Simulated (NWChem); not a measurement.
System: CHO2, doublet; SMILES O=[C]O

Input file for NWChem:

```
start job
memory heap 200 mb stack 900 mb global 1100 mb
geometry units angstroms noautosym nocenter noautoz
  O     -0.174449     1.126441     0.000000
  C      0.412759     0.100478     0.000000
  O     -0.027025    -1.135930     0.000000
  H     -1.004480    -1.130083     0.000000
end
basis spherical
  O library cc-pvtz
  C library cc-pvtz
  H library cc-pvtz
end
dft
  odft
  mult 2
  xc b3lyp
  iterations 150
end
property
  hyperfine
end
task dft property
```

NWChem printed, in part:

```
             Northwest Computational Chemistry Package (NWChem) 7.3.0
             --------------------------------------------------------

                             Geometry "geometry" -> ""
                             -------------------------

 Output coordinates in angstroms (scale by  1.889725989 to convert to a.u.)

  No.       Tag          Charge          X              Y              Z
 ---- ---------------- ---------- -------------- -------------- --------------
    1 O                    8.0000    -0.17444900     1.12644100     0.00000000
    2 C                    6.0000     0.41275900     0.10047800     0.00000000
    3 O                    8.0000    -0.02702500    -1.13593000     0.00000000
    4 H                    1.0000    -1.00448000    -1.13008300     0.00000000

 Effective nuclear repulsion energy (a.u.)      63.5645353736

                              NWChem Property Module
                              ----------------------

  itol2e modified to match energy
  convergence criterion.

                                 NWChem DFT Module
                                 -----------------

 Summary of "ao basis" -> "ao basis" (spherical)
 ------------------------------------------------------------------------------
       Tag                 Description            Shells   Functions and Types
 ---------------- ------------------------------  ------  ---------------------
 O                          cc-pvtz                 10       30   4s3p2d1f
 C                          cc-pvtz                 10       30   4s3p2d1f
 H                          cc-pvtz                  6       14   3s2p1d

  itol2e modified to match energy
  convergence criterion.

            General Information
            -------------------
          SCF calculation type: DFT
          Wavefunction type:  spin polarized.
          No. of atoms     :     4
          No. of electrons :    23
           Alpha electrons :    12
            Beta electrons :    11
          Charge           :     0
          Spin multiplicity:     2
          Use of symmetry is: off; symmetry adaption is: off
          Maximum number of iterations: 150
          AO basis - number of functions:   104
                     number of shells:    36
          Convergence on energy requested:  1.00D-07
          Convergence on density requested:  1.00D-05
          Convergence on gradient requested:  5.00D-04

              XC Information
              --------------
                         B3LYP Method XC Potential
                     Hartree-Fock (Exact) Exchange  0.200
                        Slater Exchange Functional  0.800 local
                    Becke 1988 Exchange Functional  0.720 non-local
              Lee-Yang-Parr Correlation Functional  0.810
                  VWN I RPA Correlation Functional  0.190 local

             Grid Information
             ----------------
          Grid used for XC integration:  fine
          Radial quadrature: Mura-Knowles
          Angular quadrature: Lebedev.
          Tag              B.-S. Rad. Rad. Pts. Rad. Cut. Ang. Pts.
          ---              ---------- --------- --------- ---------
          O                   0.60       70           8.0       590
          C                   0.70       70           8.0       590
          H                   0.35       60           8.0       590
          Grid pruning is: on
          Number of quadrature shells:   270
          Spatial weights used:  Erf1

      Superposition of Atomic Density Guess
      -------------------------------------

 Sum of atomic energies:        -187.73164496

      Non-variational initial energy
      ------------------------------

 Total energy =    -188.730503
 1-e energy   =    -382.909640
 2-e energy   =     130.614602
 HOMO         =      -0.151852
 LUMO         =       0.067731

   convergence    iter        energy       DeltaE   RMS-Dens  Diis-err
 ---------------- ----- ----------------- --------- --------- ---------
 d= 0,ls=0.0,diis     1   -189.0611380927 -2.53D+02  5.69D-03  2.82D-01
                                                     4.57D-03  2.56D-01
 d= 0,ls=0.0,diis     2   -188.7800210430  2.81D-01  3.34D-03  1.07D+00
                                                     3.34D-03  1.04D+00
 d= 0,ls=0.0,diis     3   -189.1577387353 -3.78D-01  1.05D-03  4.15D-02
                                                     8.53D-04  4.16D-02
 d= 0,ls=0.0,diis     4   -189.1673916826 -9.65D-03  5.30D-04  1.46D-02
                                                     3.36D-04  1.34D-02
 d= 0,ls=0.0,diis     5   -189.1720208206 -4.63D-03  1.28D-04  5.35D-04
                                                     7.90D-05  5.89D-04
  Resetting Diis
 d= 0,ls=0.0,diis     6   -189.1722083364 -1.88D-04  2.56D-05  1.71D-05
                                                     2.42D-05  1.61D-05
 d= 0,ls=0.0,diis     7   -189.1722159155 -7.58D-06  2.60D-05  2.22D-06
                                                     8.21D-06  1.54D-06
 d= 0,ls=0.0,diis     8   -189.1722165923 -6.77D-07  7.50D-06  1.11D-06
                                                     4.77D-06  1.20D-06
 d= 0,ls=0.0,diis     9   -189.1722171014 -5.09D-07  2.85D-06  1.02D-07
                                                     1.81D-06  7.11D-08
 d= 0,ls=0.0,diis    10   -189.1722171322 -3.07D-08  2.28D-06  8.73D-08
                                                     9.71D-07  7.43D-08

         Total DFT energy =     -189.172217132179
      One electron energy =     -384.198355873173
           Coulomb energy =      154.385582299791
    Exchange-Corr. energy =      -22.923978932440
 Nuclear repulsion energy =       63.564535373642

 Numeric. integr. density =       22.999999946982

                    DFT Final Alpha Molecular Orbital Analysis
                    ------------------------------------------

 Vector   10  Occ=1.000000D+00  E=-3.994753D-01
              MO Center=  7.3D-02,  8.0D-02,  1.3D-11, r^2= 2.0D+00
   Bfn.  Coefficient  Atom+Function         Bfn.  Coefficient  Atom+Function
  ----- ------------  ---------------      ----- ------------  ---------------
     9      0.265414  1 O  py                 6      0.222904  1 O  py
    69      0.207910  3 O  py                12      0.184912  1 O  py
    72      0.179953  3 O  py                66      0.169535  3 O  py
     8      0.167230  1 O  px                68     -0.164525  3 O  px
    38      0.162590  2 C  px                65     -0.144848  3 O  px

 Vector   11  Occ=1.000000D+00  E=-3.704049D-01
              MO Center= -8.2D-02, -1.9D-02,  4.5D-11, r^2= 1.8D+00
   Bfn.  Coefficient  Atom+Function         Bfn.  Coefficient  Atom+Function
  ----- ------------  ---------------      ----- ------------  ---------------
    70     -0.322092  3 O  pz                10      0.309063  1 O  pz
    67     -0.272273  3 O  pz                73     -0.266632  3 O  pz
     7      0.260614  1 O  pz                13      0.233741  1 O  pz
    40      0.072206  2 C  pz                37      0.061537  2 C  pz
    50      0.036253  2 C  d -1              43      0.034208  2 C  pz

 Vector   12  Occ=1.000000D+00  E=-2.506686D-01
              MO Center=  3.6D-01,  2.5D-01,  1.0D-10, r^2= 1.7D+00
   Bfn.  Coefficient  Atom+Function         Bfn.  Coefficient  Atom+Function
  ----- ------------  ---------------      ----- ------------  ---------------
    34      0.443068  2 C  s                 38      0.295026  2 C  px
     8     -0.274628  1 O  px                11     -0.275419  1 O  px
    64     -0.261340  3 O  s                  5     -0.238043  1 O  px
    32      0.234573  2 C  s                 35      0.230680  2 C  px
    41      0.189617  2 C  px                93      0.178428  4 H  s

 Vector   13  Occ=0.000000D+00  E=-1.089970D-02
              MO Center=  2.9D-01,  1.9D-01, -4.3D-10, r^2= 1.6D+00
   Bfn.  Coefficient  Atom+Function         Bfn.  Coefficient  Atom+Function
  ----- ------------  ---------------      ----- ------------  ---------------
    43      0.527718  2 C  pz                40      0.454098  2 C  pz
    13     -0.389662  1 O  pz                37      0.311796  2 C  pz
    73     -0.265295  3 O  pz                10     -0.255878  1 O  pz
     7     -0.225579  1 O  pz                70     -0.180817  3 O  pz
    67     -0.159863  3 O  pz                99     -0.030766  4 H  pz

 Vector   14  Occ=0.000000D+00  E= 1.853335D-02
              MO Center= -1.3D+00, -1.1D+00,  2.8D-11, r^2= 2.5D+00
   Bfn.  Coefficient  Atom+Function         Bfn.  Coefficient  Atom+Function
  ----- ------------  ---------------      ----- ------------  ---------------
    93      1.498881  4 H  s                 64     -0.616877  3 O  s
    71      0.549811  3 O  px                34     -0.543099  2 C  s
    92      0.314290  4 H  s                 68      0.235790  3 O  px
    65      0.171032  3 O  px                42      0.164486  2 C  py
    72      0.148566  3 O  py                62     -0.135476  3 O  s

 Vector   15  Occ=0.000000D+00  E= 1.781323D-01
              MO Center= -1.1D-01,  5.1D-01, -2.3D-10, r^2= 3.4D+00
   Bfn.  Coefficient  Atom+Function         Bfn.  Coefficient  Atom+Function
  ----- ------------  ---------------      ----- ------------  ---------------
    34      3.127044  2 C  s                  4     -2.551232  1 O  s
    41     -1.130118  2 C  px                42      0.920459  2 C  py
    12      0.877831  1 O  py                38     -0.459767  2 C  px
    72     -0.432642  3 O  py                64     -0.373400  3 O  s
    39      0.367444  2 C  py                93     -0.360664  4 H  s

                     DFT Final Beta Molecular Orbital Analysis
                     -----------------------------------------

[...]

          ----------------------
          Hyperfine Interactions
          ----------------------

 Total Spin Density (Fermi Contact Term)
 ------------------ --------------------
     Atom            x         y         z       Density (a.u.)      Aiso(MHz)     Aiso(Gauss)
     1  17-O     -0.32966   2.12866   0.00000       0.072259        -43.803173     -15.630035
     2  13-C      0.78000   0.18988   0.00000       0.495425        556.952393     198.734128
     3  17-O     -0.05107  -2.14660   0.00000       0.392678       -238.039883     -84.938406
     4   1-H     -1.89819  -2.13555   0.00000       0.021271         95.077647      33.926011

           -------------------------------------------
           Anisotropic Interaction (Spin-Dipolar Term)
           -------------------------------------------

 ------------------------------------------------------------
     Atom            x         y         z
 ------------------------------------------------------------
     1  17-O     -0.32966   2.12866   0.00000

   Spin-Dipolar term (a.u.)
        xx             yy             zz             xy             xz             yz
 ------------------------------------------------------------------------------------------
       1.250524      -0.550249      -0.700274       0.233378      -0.000000      -0.000000

   Principal Comp. of -hf- tensor (au)            Anisotropic -hfcc- (MHz)               Anisotropic -hfcc- (Gauss)
 --------------------------------------------------------------------------------------------------------------------------
      1.280278    -0.580003    -0.700274     -92.640002    41.968634    50.671368     -33.056201    14.975427    18.080773

   Orientation of the principal axis of Hyperfine Tensor w.r.t absolute (molecular) frame
 --------------------------------------------------------------------------------------------------------------------------
      0.991971    -0.126468     0.000000
      0.126468     0.991971     0.000000
     -0.000000    -0.000000     1.000000

 ------------------------------------------------------------
     Atom            x         y         z
 ------------------------------------------------------------
     2  13-C      0.78000   0.18988   0.00000

   Spin-Dipolar term (a.u.)
        xx             yy             zz             xy             xz             yz
 ------------------------------------------------------------------------------------------
       0.658545      -0.355274      -0.303271      -0.125728       0.000000       0.000000

   Principal Comp. of -hf- tensor (au)            Anisotropic -hfcc- (MHz)               Anisotropic -hfcc- (Gauss)
 --------------------------------------------------------------------------------------------------------------------------
      0.673904    -0.370633    -0.303271      90.431458   -49.735403   -40.696055      32.268138   -17.746799   -14.521340

   Orientation of the principal axis of Hyperfine Tensor w.r.t absolute (molecular) frame
 --------------------------------------------------------------------------------------------------------------------------
      0.992621     0.121262    -0.000000
     -0.121262     0.992621     0.000000
      0.000000    -0.000000     1.000000

 ------------------------------------------------------------
     Atom            x         y         z
 ------------------------------------------------------------
     3  17-O     -0.05107  -2.14660   0.00000

   Spin-Dipolar term (a.u.)
        xx             yy             zz             xy             xz             yz
 ------------------------------------------------------------------------------------------
      -0.032983       0.184263      -0.151281       0.189515       0.000000       0.000000

   Principal Comp. of -hf- tensor (au)            Anisotropic -hfcc- (MHz)               Anisotropic -hfcc- (Gauss)
 --------------------------------------------------------------------------------------------------------------------------
     -0.142798     0.294078    -0.151281      10.332728   -21.279285    10.946557       3.686968    -7.592965     3.905997

   Orientation of the principal axis of Hyperfine Tensor w.r.t absolute (molecular) frame
 --------------------------------------------------------------------------------------------------------------------------
      0.865238     0.501362    -0.000000
     -0.501362     0.865238     0.000000
      0.000000     0.000000     1.000000

 ------------------------------------------------------------
     Atom            x         y         z
 ------------------------------------------------------------
     4   1-H     -1.89819  -2.13555   0.00000

   Spin-Dipolar term (a.u.)
        xx             yy             zz             xy             xz             yz
 ------------------------------------------------------------------------------------------
       0.010349       0.004152      -0.014501       0.009381      -0.000000       0.000000

   Principal Comp. of -hf- tensor (au)            Anisotropic -hfcc- (MHz)               Anisotropic -hfcc- (Gauss)
 --------------------------------------------------------------------------------------------------------------------------
      0.017130    -0.002629    -0.014501       9.139816    -1.402950    -7.736866       3.261308    -0.500607    -2.760701

   Orientation of the principal axis of Hyperfine Tensor w.r.t absolute (molecular) frame
 --------------------------------------------------------------------------------------------------------------------------
      0.810429    -0.585836     0.000000
      0.585836     0.810429    -0.000000
      0.000000     0.000000     1.000000
```

Level: B3LYP/cc-pVTZ, spin-unrestricted, contact and dipolar terms. In the optimisation the excess spin sits in a' (Cs, its own frame). The geometry was optimised at PBE0/def2-SVP, spin-unrestricted. No stability test was run on the SCF state.
